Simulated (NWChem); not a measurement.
System: C₂H₆ClSi cation

```xyz
10

C     -0.0083    -1.6168    -1.2431
Si     0.0000     0.0000    -0.4032
C      0.0083     1.6168    -1.2431
Cl     0.0000     0.0000     1.5884
H      0.5251    -1.5584    -2.2058
H     -1.0610    -1.8822    -1.4616
H      0.4168    -2.4097    -0.6099
H     -0.4168     2.4097    -0.6099
H      1.0610     1.8822    -1.4616
H     -0.5251     1.5584    -2.2058
```
Atoms are numbered in this order, from 1.

Program: NWChem. Pople sets run with spherical d functions. All runs use the structure optimised with PBE0/def2-SVP. Atomic charges in e: unrestrained fits to the electrostatic potential beside Mulliken populations; buried atoms are poorly determined by the fit.

Problem. Estimate the computed values for Hartree-Fock/6-31G*. Quantities: ESP C1; Mulliken C1; ESP Si2; Mulliken Si2; ESP C3; Mulliken C3; ESP Cl4; Mulliken Cl4; relative RMS misfit of the potential (%).

Solution. The ESP C1 is -0.55, the Mulliken C1 is -0.85 and the ESP Si2 is 1.10. The Mulliken Si2 is 1.12. The ESP C3 is -0.54. The Mulliken C3 is -0.85. The ESP Cl4 comes out as -0.11 and the Mulliken Cl4 is -0.12. The relative RMS misfit of the potential (%) is 3.
